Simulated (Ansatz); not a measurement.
GaH$_{4}$NSi at its PBE0-D4/def2-TZVP geometry, where that method's forces vanish. Charge 0, multiplicity 1. The bonds changed during the relaxation, so this is another structure than the one it started from.

```xyz
7

N    -0.3366   -0.7863    0.5241
Si    0.3060    0.4289   -0.5072
Ga   -1.2191   -0.4178    2.1598
H    -0.2284   -1.7480    0.2247
H     1.7811    0.3351   -0.7048
H    -0.3139    0.4599   -1.8631
H     0.0109    1.7283    0.1665
```

**Question.** What forces (eV/Å) does PBE-D4/def2-TZVPP give on these atoms in Ansatz 0.2.0? (Estimate.)

**Answer.** Ansatz gave: 
```
N1  -0.039 -0.022  0.069
Si2  0.093  0.151 -0.151
Ga3 -0.149  0.068  0.277
H4   0.033 -0.339 -0.097
H5   0.157  0.000 -0.021
H6  -0.065  0.014 -0.144
H7  -0.030  0.127  0.068
```
